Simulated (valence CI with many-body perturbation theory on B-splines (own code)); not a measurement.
**From CI to CI+MBPT in Nb XXVIII**

Computed by relativistic CI+MBPT: four valence electrons over a frozen Dirac-Fock core [Ne], a basis of 11 s, 11 p, 9 d, 7 f, 5 g, 2 h, 1 i functions for each j, with the one-electron correlation potential Σ1 (screened to all orders), the two-electron term Σ2, the three-electron term Σ3, Breit, model QED; selected single and double excitations, second order for the rest (own B-spline code, finite nucleus).

No measured spectrum was set against this ion. As an estimate, large intervals hold to a few tenths of a per cent, small ones and those within an open d or f shell to about a per cent.

Each rung adds one term. CI alone is the Dirac-Coulomb CI over the frozen core; QED comes last and gives the full result, which names the levels. Energies are above (3s^2 3p1/2^2) J=0 on the same rung, in eV.

Levels are named by their leading jj configuration (3d3/2^4 stands for four electrons in 3d with j = 3/2), which in mixed levels can hold well under half, so a name can repeat and another be missing. Letters in brackets count levels of one name in rising energy.

```
                     Level  CI alone    + Σ1    + Σ2    + Σ3  + Breit    Full
    (3s^2 3p1/2 3p3/2) J=1     17.83   17.87   17.90   17.91    17.54   17.59
    (3s^2 3p1/2 3p3/2) J=2     22.12   22.16   22.18   22.18    21.73   21.78
        (3s^2 3p3/2^2) J=2     43.16   43.24   43.28   43.29    42.50   42.59
        (3s^2 3p3/2^2) J=0     53.26   53.34   53.33   53.30    52.59   52.67
    (3s 3p1/2^2 3p3/2) J=2     81.71   81.59   81.75   81.80    81.68   81.26
    (3s 3p1/2^2 3p3/2) J=1     96.56   96.44   96.43   96.47    96.35   95.97
    (3s 3p1/2 3p3/2^2) J=2    101.46  101.36  101.47  101.52   101.17  100.81
    (3s 3p1/2 3p3/2^2) J=3    107.58  107.50  107.59  107.64   107.11  106.76
(3s^2 3p1/2 3d3/2) J=2 [a]    115.63  115.53  115.50  115.53   114.95  114.78
    (3s 3p1/2 3p3/2^2) J=0    116.82  116.73  116.74  116.77   116.41  116.04
(3s 3p1/2 3p3/2^2) J=1 [a]    119.12  119.03  119.00  119.03   118.57  118.22
(3s^2 3p1/2 3d3/2) J=2 [b]    126.10  126.00  125.89  125.88   125.21  125.08
(3s 3p1/2 3p3/2^2) J=1 [b]    132.13  132.03  131.42  131.41   131.10  130.71
    (3s^2 3p1/2 3d5/2) J=3    133.10  133.03  132.84  132.80   131.87  131.88
          (3s 3p3/2^3) J=2    134.11  134.05  133.99  134.01   133.13  132.96
    (3s^2 3p1/2 3d3/2) J=1    140.81  140.70  140.11  140.01   139.44  139.37
    (3s^2 3p1/2 3d5/2) J=2    141.48  141.40  140.87  140.80   140.07  139.96
    (3s^2 3p3/2 3d5/2) J=4    148.73  148.69  148.60  148.57   147.26  147.32
          (3s 3p3/2^3) J=1    152.76  152.69  152.17  152.15   151.39  151.17
```

Task: How does the ionisation energy move along the ladder, and which term matters most?

Result: CI alone 1438.1, + Σ1 1439.0, + Σ2 1438.9, + Σ3 1438.7, + Breit 1437.7, + QED 1437.7 eV. The largest step is Breit, -1.1 eV. NIST lists 1439 ± 3 eV (semi-empirical).
